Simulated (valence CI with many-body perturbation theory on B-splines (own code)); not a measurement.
Values are calculated unless marked as measured or tabulated.
Er³⁶⁺ in three bases

Method: relativistic CI+MBPT: four valence electrons over a frozen Dirac-Fock core [Ar] 3d10, a basis of 9 s, 9 p, 8 d, 6 f, 3 g, 1 h functions for each j, with the one-electron correlation potential Σ1, the two-electron term Σ2, the three-electron term Σ3, Breit, model QED; selected CI, second order for the rest, scaled by the run's own slope (own B-spline code, finite nucleus).

No measured spectrum was set against this ion. As an estimate, large intervals hold to a few tenths of a per cent, small ones and those within an open d or f shell to about a per cent.

The reference run has the lowest level (4s^2 4p1/2^2) J=0 and an ionisation energy of 1626.57 eV. Its largest variational space holds 19999 state functions.

Levels are named by their leading jj configuration (3d3/2^4 stands for four electrons in 3d with j = 3/2), which in mixed levels can hold well under half, so a name can repeat and another be missing. Letters in brackets count levels of one name in rising energy.

Changed runs:
A. basis 6 s, 6 p, 5 d, 3 f, 1 g
B. basis 5 s, 5 p, 4 d, 2 f

Excitation energies of the reference run in cm⁻¹, and shifts in cm⁻¹:

| Level | Reference | A | B |
| --- | --- | --- | --- |
| (4s^2 4p1/2 4p3/2) J=1 | 458140 | -109 | -414 |
| (4s^2 4p1/2 4p3/2) J=2 | 488479 | -0.1 | +65 |
| (4s^2 4p3/2^2) J=2 | 969491 | -76 | -197 |
| (4s^2 4p3/2^2) J=0 | 1035980 | +49 | +365 |
| (4s 4p1/2^2 4p3/2) J=2 | 1112630 | -136 | -482 |
| (4s 4p1/2^2 4p3/2) J=1 | 1216800 | +17 | +179 |
| (4s^2 4p1/2 4d3/2) J=2 | 1520610 | -10 | +134 |
| (4s 4p1/2 4p3/2^2) J=2 [a] | 1531320 | -254 | -915 |
| (4s 4p1/2 4p3/2^2) J=3 | 1589630 | -126 | -387 |
| (4s^2 4p1/2 4d3/2) J=1 | 1639130 | +164 | +916 |
| (4s 4p1/2 4p3/2^2) J=0 | 1660380 | -33 | +17 |
| (4s^2 4p1/2 4d5/2) J=2 | 1706340 | +64 | +470 |
| Ionisation energy (eV) | 1626.57 | -0.038 | -0.15 |
